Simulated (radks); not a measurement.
Neutral lead, 82 electrons, occupied as [Hg] 6p2 (the NIST ground configuration).

Method: scalar-relativistic Kohn-Sham, PBE, spin-polarised, spherical densities, finite nucleus; open shells are filled with parallel spins first (spin-orbit coupling, left out, can overturn this in heavy ions); Fermi nuclear charge, rms radius 5.5012 fm; computed with a radial shooting solver on a logarithmic mesh with Libxc functionals.

Energy parts (eV):
| part | energy |
|---|---|
| total | -568067.12 |
| kinetic | 641594.93 |
| electron-nucleus | -1417925.28 |
| Hartree | 218776.06 |
| exchange-correlation | -10512.84 |

Orbitals (lengths in bohr, moments of r in powers of bohr):
1s up: occ. 1; eigenvalue (eV) -88073.91; <r> 0.01606
1s down: occ. 1; eigenvalue (eV) -88073.89; <r> 0.01606
2s up: occ. 1; eigenvalue (eV) -15754.33; <r> 0.06762
2s down: occ. 1; eigenvalue (eV) -15754.32; <r> 0.06762
2p up: occ. 3; eigenvalue (eV) -13519.43; <r> 0.06144
2p down: occ. 3; eigenvalue (eV) -13519.42; <r> 0.06144
3s up: occ. 1; eigenvalue (eV) -3781.859; <r> 0.1746
3s down: occ. 1; eigenvalue (eV) -3781.850; <r> 0.1746
3p up: occ. 3; eigenvalue (eV) -3140.632; <r> 0.1765
3p down: occ. 3; eigenvalue (eV) -3140.622; <r> 0.1765
3d up: occ. 5; eigenvalue (eV) -2485.007; <r> 0.1599
3d down: occ. 5; eigenvalue (eV) -2484.998; <r> 0.1599
4s up: occ. 1; eigenvalue (eV) -856.0679; <r> 0.3843
4s down: occ. 1; eigenvalue (eV) -856.0526; <r> 0.3843
4p up: occ. 3; eigenvalue (eV) -645.8168; <r> 0.4100
4p down: occ. 3; eigenvalue (eV) -645.8002; <r> 0.4100
4d up: occ. 5; eigenvalue (eV) -401.9715; <r> 0.4310
4d down: occ. 5; eigenvalue (eV) -401.9524; <r> 0.4310
4f up: occ. 7; eigenvalue (eV) -132.7653; <r> 0.4539
4f down: occ. 7; eigenvalue (eV) -132.7430; <r> 0.4538
5s up: occ. 1; eigenvalue (eV) -143.9111; <r> 0.8537
5s down: occ. 1; eigenvalue (eV) -143.8688; <r> 0.8537
5p up: occ. 3; eigenvalue (eV) -85.7133; <r> 0.9773
5p down: occ. 3; eigenvalue (eV) -85.6714; <r> 0.9768
5d up: occ. 5; eigenvalue (eV) -21.1277; <r> 1.310
5d down: occ. 5; eigenvalue (eV) -20.9306; <r> 1.300
6s up: occ. 1; eigenvalue (eV) -12.3789; <r> 2.326
6s down: occ. 1; eigenvalue (eV) -11.3622; <r> 2.298
6p up: occ. 2; eigenvalue (eV) -3.9395; <r> 3.329
6p down: occ. 0; eigenvalue (eV) -2.7093; <r> 3.361

The highest occupied level is 6p up at -3.939 eV. The density falls to 0.001 e/bohr^3 at r = 4.74 bohr. The electron density at the nucleus is 2.955e+06 e/bohr^3 (large components only). Spin moment in Bohr magnetons: 2. The spin density at the nucleus is -11.98 e/bohr^3 (1s -0.41, 2s 0.16, 3s 0.14, 4s 0.03, 5s 0.51, 6s -12.41). Summed over all electrons, <r^2> = 73.61 bohr^2, which gives a Langevin (diamagnetic) susceptibility term of -58.3 x 10^-6 cm^3/mol.
